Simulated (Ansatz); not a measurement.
Consider the atomization: `OC[S][GeH3]` → C• + Ge• + 6 H• + O• + S•.

Computed with Ansatz on PBE0-D4/def2-TZVP structures; ΔE is electronic, products minus reactants. CBS: MP2 limit from def2 TZ/QZ plus the TZ coupled-cluster correction, frozen cores. This one scheme is used for every species, atoms too. DFT in def2-TZVPP. B3LYP here is the variant with VWN-RPA as its local correlation; programs differ in this. Open shells (•) are unrestricted, without spin–orbit coupling. Spin–orbit coupling would lower the free atoms: a little for C, O, S; clearly for Ge. Bonds to Ge are less sure, by a few kJ/mol each and by 10 to 20 or more in all where they break to atoms, as the def2 sets lack core-valence functions. Scalar relativity is left out up to krypton. One conformer a species, not always the lowest.

`OC[S][GeH3]`:

Z-matrix (Å, degrees):
```
C
S 1 1.831
O 1 1.392 2 115.0
H 1 1.096 2 108.5 3 127.1
H 1 1.090 2 105.1 3 -117.1
Ge 2 2.215 1 99.5 3 -85.0
H 3 0.962 1 109.1 2 61.8
H 6 1.539 2 110.0 1 -62.9
H 6 1.532 2 106.9 1 176.2
H 6 1.543 2 110.0 1 56.7
```

```tsv
level	ΔE (kJ/mol)	difference from CCSD(T)/CBS
PBE-D4	3248.0	33.8
PBE0-D4	3190.7	-23.5
B3LYP-D4	3185.6	-28.6
B2PLYP	3151.5	-62.7
r2SCAN	3208.1	-6.1
PBE0	3173.2	-41.0
B3LYP	3152.0	-62.2
HF/def2-TZVPP	2241.7	-972.5
SCS-MP2/def2-TZVPP	3150.6	-63.6
CCSD/def2-TZVPP	3079.3	-134.9
CCSD(T)/def2-TZVPP	3130.7	-83.5
HF/def2-QZVPP	2244.1	-970.1
MP2/def2-QZVPP	3205.1	-9.1
HF/CBS(def2)	2244.5	-969.7
MP2/CBS(def2)	3239.9	25.7
CCSD/CBS(def2)	3162.8	-51.4
CCSD(T)/CBS	3214.2	0
```

Largest T1 diagnostic among the species: 0.012.

In def2-TZVPP, CCSD(T) changes the Hartree–Fock value by +889.0 kJ/mol (the triples alone add +51.4 kJ/mol) and MP2 by +914.6 kJ/mol; breaking electron pairs costs correlation energy, which Hartree–Fock lacks. From PBE to PBE0 (25 % exact exchange), in def2-TZVPP and without D4, ΔE moves by −54.1 kJ/mol: exact exchange takes away binding that semilocal exchange gives to molecules.

For atomizations the MP2-based limit and the directly extrapolated one differ by several kJ/mol either way, and by 10 to 25 for some Ge, Se and Sn compounds, so smaller differences from it don't rank the levels.
